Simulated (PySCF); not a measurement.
C2H7GaO2Se, singlet, geometry from GFN2-xTB (such geometries of metal compounds can be far from the true shape); CASSCF(10,8)/STO-3G run with PySCF.

Here is a job for PySCF.
```python
from pyscf import gto, scf, mcscf
import numpy

mol = gto.Mole()
mol.atom = '''
    Ga   -0.142160    0.080413   -0.356181
    O     0.263918    1.601468   -1.138791
    C    -0.053828    2.211827   -2.377649
    H    -0.555754    3.162344   -2.180286
    H     0.874385    2.398072   -2.923632
    H    -0.706528    1.583790   -2.987677
    O    -1.193791   -1.053519   -1.213585
    C    -1.749176   -2.330539   -0.969134
    H    -1.456023   -2.730816    0.006414
    H    -2.838789   -2.254080   -1.004513
    H    -1.409145   -3.018086   -1.747602
    Se    0.803319   -0.188319    1.739141
    H     1.442987    1.097488    1.647810
'''
mol.basis = 'sto-3g'
mol.charge = 0
mol.spin = 0
mol.verbose = 4
mol.build()

mf = scf.RHF(mol)
mf.kernel()
mc = mcscf.CASSCF(mf, 8, 10)
mc.fix_spin_(ss=0.0)
mc.kernel()
occ = numpy.linalg.eigvalsh(mc.fcisolver.make_rdm1(mc.ci, mc.ncas, mc.nelecas))[::-1]
ss = mc.fcisolver.spin_square(mc.ci, mc.ncas, mc.nelecas)[0]
print('natural occupations', occ.round(4), ' <S^2>', round(ss, 4))
```

Task: What does PySCF print? Leave out banner, timings and long lists.

Result: 
```
PySCF version 2.14.0

[INPUT] verbose = 4
[INPUT] num. atoms = 13
[INPUT] num. electrons = 100
[INPUT] charge = 0
[INPUT] spin (= nelec alpha-beta = 2S) = 0
[INPUT] symmetry False subgroup None
[INPUT] Mole.unit = angstrom
[INPUT] Symbol           X                Y                Z      unit          X                Y                Z       unit  Magmom
[...]
nuclear repulsion = 763.98794881982
number of shells = 35
number of NR pGTOs = 189
number of NR cGTOs = 63
basis = sto-3g
ecp = {}

******** <class 'pyscf.scf.hf.RHF'> ********
method = RHF
initial guess = minao
damping factor = 0
level_shift factor = 0
DIIS = <class 'pyscf.scf.diis.CDIIS'>
diis_start_cycle = 1
diis_space = 8
diis_damp = 0
SCF conv_tol = 1e-09
SCF conv_tol_grad = None
SCF max_cycles = 50
direct_scf = True
direct_scf_tol = 1e-13
Set gradient conv threshold to 3.16228e-05
Initial guess from minao.
init E= -4495.68682291401
[...]
cycle= 1 E= -4500.8482936773  delta_E= -5.16  |g|= 0.724  |ddm|= 4.32
[...]
cycle= 2 E= -4501.07157497407  delta_E= -0.223  |g|= 0.188  |ddm|= 1.37
[...]
cycle= 3 E= -4501.08665861803  delta_E= -0.0151  |g|= 0.0618  |ddm|= 0.378
[...]
cycle= 4 E= -4501.08828024041  delta_E= -0.00162  |g|= 0.0141  |ddm|= 0.103
[...]
cycle= 5 E= -4501.08843997772  delta_E= -0.00016  |g|= 0.00394  |ddm|= 0.0455
[...]
cycle= 6 E= -4501.0884550769  delta_E= -1.51e-05  |g|= 0.00173  |ddm|= 0.0128
[...]
cycle= 7 E= -4501.08845993607  delta_E= -4.86e-06  |g|= 0.000573  |ddm|= 0.0102
[...]
cycle= 8 E= -4501.08846048264  delta_E= -5.47e-07  |g|= 0.000135  |ddm|= 0.00395
[...]
cycle= 9 E= -4501.08846050736  delta_E= -2.47e-08  |g|= 5.94e-05  |ddm|= 0.000681
[...]
cycle= 10 E= -4501.08846051211  delta_E= -4.75e-09  |g|= 3.09e-05  |ddm|= 0.000262
[...]
cycle= 11 E= -4501.08846051386  delta_E= -1.75e-09  |g|= 1.31e-05  |ddm|= 0.000184
[...]
cycle= 12 E= -4501.08846051415  delta_E= -2.91e-10  |g|= 4.58e-06  |ddm|= 9.07e-05
[...]
Extra cycle  E= -4501.08846051419  delta_E= -3.82e-11  |g|= 2.93e-06  |ddm|= 1.5e-05
converged SCF energy = -4501.08846051419

******** <class 'pyscf.mcscf.mc1step.CASSCF'> ********
CAS (5e+5e, 8o), ncore = 45, nvir = 10
max_cycle_macro = 50
max_cycle_micro = 4
conv_tol = 1e-07
conv_tol_grad = None
orbital rotation max_stepsize = 0.02
orbital rotation threshold for CI restart = 0.01
augmented hessian ah_max_cycle = 30
augmented hessian ah_conv_tol = 1e-12
augmented hessian ah_linear dependence = 1e-14
augmented hessian ah_level shift = 1e-08
augmented hessian ah_start_tol = 2.5
augmented hessian ah_start_cycle = 3
augmented hessian ah_grad_trust_region = 3
kf_trust_region = 3
kf_interval = 4
ci_response_space = 4
ci_grad_trust_region = 3
with_dep4 0
natorb = False
canonicalization = True
sorting_mo_energy = False
ao2mo_level = 2
internal_rotation = False
******** <class 'pyscf.fci.addons.SpinPenaltyFCISolver'> ********
max. cycles = 50
conv_tol = 1e-08
davidson only = True
linear dependence = 1e-12
level shift = 0.001
max iter space = 12
nroots = 1
pspace_size = 400
spin = None
CASCI E = -4501.10370278456  S^2 = 0.0000000
Set conv_tol_grad to 0.000316228
macro iter   1 ( 21 JK    4 micro), CASSCF E = -4501.11655227448  dE = -1.28494899e-02  S^2 = 0.0000000
               |grad[o]|=0.0534  |grad[c]|=0.0911  |ddm|=0.147  |maxRot[o]|=0.205
macro iter   2 ( 21 JK    4 micro), CASSCF E = -4501.11927260011  dE = -2.72032563e-03  S^2 = 0.0000000
               |grad[o]|=0.0434  |grad[c]|=0.0887  |ddm|=0.0506  |maxRot[o]|=0.216
macro iter   3 ( 21 JK    4 micro), CASSCF E = -4501.12119538813  dE = -1.92278802e-03  S^2 = 0.0000000
               |grad[o]|=0.0376  |grad[c]|=0.0827  |ddm|=0.065  |maxRot[o]|= 0.23
macro iter   4 ( 21 JK    4 micro), CASSCF E = -4501.12564654017  dE = -4.45115204e-03  S^2 = 0.0000000
               |grad[o]|=0.0328  |grad[c]|=0.0673  |ddm|=0.0356  |maxRot[o]|=0.152
macro iter   5 ( 21 JK    4 micro), CASSCF E = -4501.12656317085  dE = -9.16630677e-04  S^2 = 0.0000000
[...]
               |grad[o]|=0.0071  |grad[c]|=0.00807  |ddm|=0.00885  |maxRot[o]|=0.0498
macro iter  33 ( 15 JK    4 micro), CASSCF E = -4501.15716090541  dE =  1.00914838e-03  S^2 = 0.0000000
               |grad[o]|=0.00614  |grad[c]|=0.0356  |ddm|=0.0207  |maxRot[o]|=0.109
macro iter  34 ( 21 JK    4 micro), CASSCF E = -4501.15718803634  dE = -2.71309264e-05  S^2 = 0.0000000
               |grad[o]|=0.00495  |grad[c]|=0.00477  |ddm|=0.00136  |maxRot[o]|=0.00753
macro iter  35 (  7 JK    2 micro), CASSCF E = -4501.15762021188  dE = -4.32175545e-04  S^2 = 0.0000000
               |grad[o]|=0.00361  |grad[c]|=0.00196  |ddm|=0.00391  |maxRot[o]|=0.0383
macro iter  36 (  7 JK    2 micro), CASSCF E = -4501.15808737507  dE = -4.67163192e-04  S^2 = 0.0000000
               |grad[o]|=0.00281  |grad[c]|=0.00471  |ddm|=0.00612  |maxRot[o]|=0.0517
macro iter  37 (  6 JK    2 micro), CASSCF E = -4501.15836650424  dE = -2.79129169e-04  S^2 = 0.0000000
               |grad[o]|=0.00345  |grad[c]|=0.00558  |ddm|=0.00559  |maxRot[o]|=0.0429
macro iter  38 ( 15 JK    4 micro), CASSCF E = -4501.15737875847  dE =  9.87745776e-04  S^2 = 0.0000000
               |grad[o]|=0.00346  |grad[c]|=0.0351  |ddm|=0.0197  |maxRot[o]|=0.105
macro iter  39 ( 21 JK    4 micro), CASSCF E = -4501.15742309780  dE = -4.43393383e-05  S^2 = 0.0000000
               |grad[o]|=0.00566  |grad[c]|=0.00424  |ddm|=0.00147  |maxRot[o]|=0.0082
macro iter  40 (  7 JK    2 micro), CASSCF E = -4501.15787065933  dE = -4.47561529e-04  S^2 = 0.0000000
               |grad[o]|=0.0041  |grad[c]|=0.00179  |ddm|=0.00326  |maxRot[o]|=0.0369
macro iter  41 (  7 JK    2 micro), CASSCF E = -4501.15828937186  dE = -4.18712526e-04  S^2 = 0.0000000
               |grad[o]|=0.00265  |grad[c]|=0.00473  |ddm|=0.00503  |maxRot[o]|=0.0507
macro iter  42 ( 15 JK    4 micro), CASSCF E = -4501.15733190292  dE =  9.57468935e-04  S^2 = 0.0000000
               |grad[o]|=0.00287  |grad[c]|=0.0276  |ddm|=0.018  |maxRot[o]|=0.0875
macro iter  43 ( 21 JK    4 micro), CASSCF E = -4501.15740239320  dE = -7.04902768e-05  S^2 = 0.0000000
               |grad[o]|=0.00518  |grad[c]|=0.00366  |ddm|=0.0015  |maxRot[o]|=0.00656
macro iter  44 (  7 JK    2 micro), CASSCF E = -4501.15786774322  dE = -4.65350019e-04  S^2 = 0.0000000
               |grad[o]|=0.00401  |grad[c]|=0.00171  |ddm|=0.00333  |maxRot[o]|=0.0354
macro iter  45 (  7 JK    2 micro), CASSCF E = -4501.15830029905  dE = -4.32555828e-04  S^2 = 0.0000000
               |grad[o]|=0.0027  |grad[c]|=0.00479  |ddm|=0.00526  |maxRot[o]|=0.0497
macro iter  46 ( 15 JK    4 micro), CASSCF E = -4501.15737227845  dE =  9.28020597e-04  S^2 = 0.0000000
               |grad[o]|=0.00296  |grad[c]|=0.0259  |ddm|=0.0174  |maxRot[o]|=0.0857
macro iter  47 ( 21 JK    4 micro), CASSCF E = -4501.15745714716  dE = -8.48687132e-05  S^2 = 0.0000000
               |grad[o]|=0.00504  |grad[c]|=0.00325  |ddm|=0.00147  |maxRot[o]|=0.00767
macro iter  48 (  7 JK    2 micro), CASSCF E = -4501.15789152783  dE = -4.34380668e-04  S^2 = 0.0000000
               |grad[o]|=0.00395  |grad[c]|=0.0016  |ddm|=0.00303  |maxRot[o]|=0.0352
macro iter  49 (  7 JK    2 micro), CASSCF E = -4501.15830695064  dE = -4.15422807e-04  S^2 = 0.0000000
               |grad[o]|=0.0027  |grad[c]|=0.00439  |ddm|=0.00481  |maxRot[o]|=0.0496
macro iter  50 (  5 JK    2 micro), CASSCF E = -4501.15844172813  dE = -1.34777489e-04  S^2 = 0.0000000
               |grad[o]|=0.00282  |grad[c]|=0.00269  |ddm|=0.00343  |maxRot[o]|=0.0253
1-step CASSCF not converged,  50 macro (567 JK 138 micro) steps
CASSCF canonicalization
Density matrix diagonal elements [1.89967917 1.98197702 1.96091708 1.95287064 1.96778723 0.07132353
 0.13508565 0.03035967]
CASSCF energy = -4501.15844172813
CASCI E = -4501.15844172813  E(CI) = -21.5442288974536  S^2 = 0.0000000
natural occupations [1.9839 1.9722 1.9669 1.9622 1.9252 0.0956 0.0656 0.0283]  <S^2> 0.0
```

Convergence was not reached.
